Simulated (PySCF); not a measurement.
## Electron correlation in Kr+ (krypton, charge +1)

[Ar] 3d10 4s2 4p4 5s1, high-spin 4P determinant (an excited configuration). All numbers are calculated (PySCF 2.14, scalar relativity through the core potential, in aug-cc-pwCVDZ-PP with ECP10MDF (6s5p4d1f, 48 functions)). Frozen: 3s2 3p6 3d10; 7 electrons correlated.

```tsv
level	correlation energy (mhartree)
CCSD	-117.74
(T)	-2.01
CCSD(T)	-119.75
```

Diagnostics: T1 = 0.0088, D1 = 0.0232, largest double amplitude 0.039.

The outer electron is Rydberg-like, and this basis confines it to a smaller radius and binds it less than a complete one would.

Cost of the coupled-cluster step: about 1.2 core-seconds, for 7 correlated electrons.

Iterations:

```
CC2 = 0
CCSD nocc = (np.int64(5), np.int64(2)), nmo = (39, 39)
frozen orbitals [[0, 1, 2, 3, 4, 5, 6, 7, 8], [0, 1, 2, 3, 4, 5, 6, 7, 8]]
max_cycle = 100
direct = 0
conv_tol = 1e-08
conv_tol_normt = 1e-06
diis_space = 8
diis_start_cycle = 0
Init t2, MP2 energy = -0.101074063118322
Init E_corr(UCCSD) = -0.101074063118679
cycle = 1  E_corr(UCCSD) = -0.113826191821186  dE = -0.0127521287  norm(t1,t2) = 0.037294
cycle = 2  E_corr(UCCSD) = -0.11645456535025  dE = -0.00262837353  norm(t1,t2) = 0.0133063
cycle = 3  E_corr(UCCSD) = -0.117737174073962  dE = -0.00128260872  norm(t1,t2) = 0.00672093
cycle = 4  E_corr(UCCSD) = -0.117706578574201  dE = 3.05954998e-05  norm(t1,t2) = 0.00323184
cycle = 5  E_corr(UCCSD) = -0.117749152345725  dE = -4.25737715e-05  norm(t1,t2) = 0.001105
cycle = 6  E_corr(UCCSD) = -0.117743735687432  dE = 5.41665829e-06  norm(t1,t2) = 0.000152937
cycle = 7  E_corr(UCCSD) = -0.117744415850319  dE = -6.80162887e-07  norm(t1,t2) = 4.50731e-05
cycle = 8  E_corr(UCCSD) = -0.117744203531058  dE = 2.12319261e-07  norm(t1,t2) = 1.77661e-05
cycle = 9  E_corr(UCCSD) = -0.117744248343755  dE = -4.48126973e-08  norm(t1,t2) = 6.10363e-06
cycle = 10  E_corr(UCCSD) = -0.117744268546387  dE = -2.02026316e-08  norm(t1,t2) = 1.36563e-06
cycle = 11  E_corr(UCCSD) = -0.117744271880945  dE = -3.33455781e-09  norm(t1,t2) = 3.53855e-07
UCCSD converged
E(UCCSD) = -461.3221798145572  E_corr = -0.1177442718809446
UCCSD(T) correction = -0.00201250122994383
```
